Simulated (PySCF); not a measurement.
I₂, SMILES II. Geometry optimised at B3LYP-D3(BJ)/def2-TZVP. The def2 effective core potentials stand for the cores of I; spin–orbit coupling is left out.

All values below come from B3LYP-D3(BJ)/def2-TZVP (PySCF 2.14.0).

Harmonic wavenumbers (cm⁻¹): 212. Rotational constants (GHz): 1.097 (linear); symmetry number 2.

### Question
Work out the zero-point energy and the ideal-gas rigid-rotor harmonic-oscillator thermochemistry at 298.15 K and 1 atm.

### Answer
ZPE = ½ Σ hcν = ½ × 212 cm⁻¹ = 1.27 kJ/mol. H − E(el) = 11.37 kJ/mol. Entropy in J/(mol K): translation 177.80, rotation 74.40, vibration 8.49, total 260.69. G − E(el) = -66.36 kJ/mol. Cp = 36.73 J/(mol K).
